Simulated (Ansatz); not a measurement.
Consider the cleavage of the Si–Si bond: `N[SiH2][Si](N)(Cl)Cl` + H–F → `N[Si](F)(Cl)Cl` + `N[SiH3]`.

Gas-phase electronic energies from Ansatz, PBE0-D4/def2-TZVP geometries. CCSD(T)/CBS adds triple-zeta CCSD(T) − MP2 to the extrapolated MP2 energy (def2 sets, frozen cores). This one scheme is used for every species. DFT in def2-TZVPP. B3LYP here is the variant with VWN-RPA as its local correlation; programs differ in this. One conformer a species, not always the lowest.

| level | ΔE (kcal/mol) | difference from CCSD(T)/CBS |
| --- | --- | --- |
| PBE-D4 | -29.7 | 5.4 |
| r2SCAN-D4 | -36.2 | -1.1 |
| PBE0-D4 | -31.6 | 3.5 |
| B3LYP-D4 | -34.8 | 0.3 |
| ωB97X-V | -36.2 | -1.1 |
| ωB97M-V | -37.3 | -2.2 |
| B2PLYP | -38.1 | -3.0 |
| PBE | -31.9 | 3.2 |
| r2SCAN | -36.9 | -1.8 |
| PBE0 | -33.7 | 1.4 |
| B3LYP | -38.3 | -3.2 |
| HF/def2-TZVPP | -44.3 | -9.2 |
| MP2/def2-TZVPP | -36.4 | -1.3 |
| SCS-MP2/def2-TZVPP | -38.0 | -2.9 |
| CCSD/def2-TZVPP | -37.3 | -2.2 |
| CCSD(T)/def2-TZVPP | -36.0 | -0.9 |
| HF/def2-QZVPP | -45.0 | -9.9 |
| MP2/def2-QZVPP | -36.1 | -1.0 |
| SCS-MP2/def2-QZVPP | -37.8 | -2.7 |
| HF/CBS(def2) | -45.1 | -10.0 |
| MP2/CBS(def2) | -35.5 | -0.4 |
| CCSD/CBS(def2) | -36.4 | -1.3 |
| CCSD(T)/CBS | -35.1 | 0 |

Largest T1 diagnostic among the species: 0.010.

From PBE to PBE0 (25 % exact exchange), in def2-TZVPP and without D4, ΔE moves by −1.8 kcal/mol. The D4 term adds +3.4 kcal/mol with B3LYP and +2.1 kcal/mol with PBE0; it sums over pairs of atoms, weighted by their polarisabilities, and B3LYP, whose exchange is more repulsive, gets the larger term. In def2-TZVPP, CCSD(T) changes the Hartree–Fock value by +8.3 kcal/mol (the triples alone add +1.3 kcal/mol) and MP2 by +7.9 kcal/mol.
